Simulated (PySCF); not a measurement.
ZrOBr₂: breathing scan

These are results of PySCF, PBE, basis Zr def2-SVP with ECP28, O def2-SVP, Br def2-SVP (scalar-relativistic core potentials, no spin–orbit coupling, density fitting), not measurements.

Rigid scan from the singlet minimum (Zr–Br 2.533 Å (×2), Zr–O 1.745 Å; Br–Zr–Br 119.7°, Br–Zr–O 111.4° (×2)). Coordinate: all bonds to the central atom scaled together. Energies in kJ/mol from the minimum.

```csv
scale of all bonds to the centre,E (kJ/mol),dipole size (D)
0.88,315.7,3.06
0.92,123.8,3.26
0.96,27.4,3.46
1.00,0.0,3.64
1.04,21.5,3.80
1.08,77.1,3.94
1.14,200.1,4.13
1.22,400.4,4.33
1.35,734.8,4.57
```

At long bonds a restricted determinant can lie too high, and another spin state can fall below this curve.
